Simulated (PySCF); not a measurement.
Computed shifts of a molecule CH7GeNSi2, PySCF with PBE0/pcSseg-1, GIAO, gas phase, equivalent atoms averaged, in ppm (number of nuclei): ²⁹Si: -2.5 (1), -71.8 (1). ¹³C: 258.6 (1). ¹⁵N: 618.4 (1). ¹H: 6.13 (2), 5.80 (2), 4.51 (3). References: ²⁹Si against TMS (σ = 352.7 ppm); ¹³C against TMS (σ = 186.3 ppm); ¹⁵N against NH3 (σ = 267.4 ppm); ⁷³Ge against GeH4 (σ = 1658.3 ppm); ¹H against TMS (σ = 31.56 ppm), references at their B3LYP-D3(BJ)/def2-TZVP geometries, non-relativistic. Coordinates come from a ωB97X-D3(BJ)/def2-SVP optimisation. The values are those of a single conformer.

Which structure fits?
(A) [SiH3][Ge@@H]1[CH]=N[SiH2]1
(B) [GeH3][Si@@H]1C=N[SiH2]1
(C) C1=[N][GeH2][SiH2][SiH2]1
(D) [SiH3][C]1=N[SiH2][GeH2]1

D, [SiH3][C]1=N[SiH2][GeH2]1
